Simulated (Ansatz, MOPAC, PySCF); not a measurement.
Pair of molecules: H2 (SMILES [H][H]) (first 2 atoms) with CH2O2 (SMILES O=CO); geometry from B3LYP-D3(BJ)/def2-TZVP, rigid monomers moved along the line of their centres of mass till H2···H7 is 2.01 Å.
(charge 0, multiplicity 1):
```xyz
7

H      0.015     0.413    -0.440
H     -0.078    -0.196    -0.020
O     -0.144    -1.163     2.493
C      0.065    -0.157     3.108
O      0.261     1.055     2.566
H      0.125    -0.087     4.202
H      0.202     0.961     1.599
```

Counterpoise-corrected where a basis set is named; no monomer relaxation. Rows marked so take none.

Correlated levels freeze the cores. CBS: X⁻³ extrapolation of the correlation energy, Hartree–Fock from the larger set. Rows in 6-31G*, STO-3G carry no dispersion term and start afresh at each structure (6-31G* with six Cartesian d functions). MP2/6-31G* freezes PySCF's default core. The state that AM1 reach isn't checked.

Run with Ansatz (a quantum-chemistry and plane-wave program); MOPAC for AM1 (differences of heats of formation); PySCF for 6-31G* rows, STO-3G rows, the dispersion terms. 

Other levels give for the interaction energy: PBE/def2-TZVPPD -3.1; B3LYP/def2-TZVPPD -0.8; B3LYP-D3(BJ)/def2-TZVPPD -3.7; wB97M-V/def2-TZVPPD -3.4; CCSD(T)/CBS(aug-cc-pVDZ, aug-cc-pVTZ) -3.9 kJ/mol.

Common cheap choices:

```tsv
level	interaction energy (kJ/mol)	less -3.9 (CCSD(T)/CBS(aug-cc-pVDZ, aug-cc-pVTZ))
AM1	-4.0	-0.2
HF/STO-3G (no counterpoise)	5.4	9.2
HF/6-31G*	4.7	8.6
BP86/6-31G* (no counterpoise)	0.1	3.9
B3LYP/6-31G* (no counterpoise)	-2.0	1.9
M06-2X/6-31G* (no counterpoise)	-4.0	-0.2
MP2/6-31G*	4.1	8.0
MP2/6-31G* (no counterpoise)	-0.2	3.6
```
